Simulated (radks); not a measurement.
Ionisation of the manganese ion Mn+, [Ar] 3d5 4s1, to [Ar] 3d5 as the strength of local exchange is varied. All-electron calculation, scalar-relativistic Kohn-Sham, Slater X-alpha exchange (alpha = 2/3 is LDA exchange), no correlation, spin-polarised, spherical densities, finite nucleus; open shells are filled with parallel spins first; Fermi nuclear charge, rms radius 3.7057 fm. Program: a radial shooting solver on a logarithmic mesh with Libxc functionals.

| alpha | E(Mn+) (hartree) | exchange (hartree) | IE (eV) | -e of the level emptied (eV) | <r> of it (bohr) |
|---|---|---|---|---|---|
| 0.569 | -1147.07459 | -40.51702 | 15.144 | 11.472 (4s) | 2.816 |
| 0.667 | -1154.07858 | -47.78829 | 15.943 | 12.287 (4s) | 2.752 |
| 0.704 | -1156.73414 | -50.55562 | 16.249 | 12.601 (4s) | 2.728 |
| 0.823 | -1165.31641 | -59.53751 | 17.243 | 13.634 (4s) | 2.655 |
| 0.845 | -1166.90995 | -61.21160 | 17.429 | 13.828 (4s) | 2.642 |
| 0.965 | -1175.63982 | -70.41722 | 18.455 | 14.910 (4s) | 2.573 |

NIST Atomic Spectra Database: 15.640 eV (measured). The Delta-SCF value meets it near alpha = 0.63. Open shells are spherical and high-spin; term and fine-structure splittings are not resolved.
